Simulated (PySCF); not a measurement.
## KF and its ions

RHF-CCSD(T); K def2-SVPD, F def2-SVPD; no relativity (PySCF 2.14). Neutral (RHF): singlet (closed shell), Re = 2.249 Å, ωe = 410 cm⁻¹, De = 4.98 eV.

KF⁻ (UHF): doublet (σ ↑), Re = 2.333 Å, ωe = 343 cm⁻¹, De = 2.03 eV to K + F⁻. The energies at the minima are -698.76236 hartree for KF and -698.77498 for KF⁻.

Work out the adiabatic electron affinity, without and with harmonic zero-point energies (1 hartree = 27.2114 eV, 1 eV = 8065.5 cm⁻¹), and the change of the bond length.

At CCSD(T): 0.01262 hartree = 0.343 eV between the minima; the zero-point term (410.0 − 343.0)/2 cm⁻¹ = +0.004 eV makes it 0.348 eV. Re changes by +8.4 pm against the neutral. The electron enters a σ orbital, and the longer bond of the ion fits an antibonding orbital, or a change in how ionic the bond is.

Correlated steps freeze 6 core orbitals. Correlated levels converge slowly with the basis: in double zeta they bind strong bonds too weakly, by up to about 1 eV, and carry superposition errors of some tenths. For an ion De counts to the pair picked by the measured ionisation energies or electron affinities, which need not be the lowest pair at this level. Where the molecule has an RHF reference, its open-shell atoms are computed with UHF. States were picked by a PBE0 search and need not be the measured ground states.

Neutral and ion stand on different kinds of reference determinant, which adds to the error of the difference.
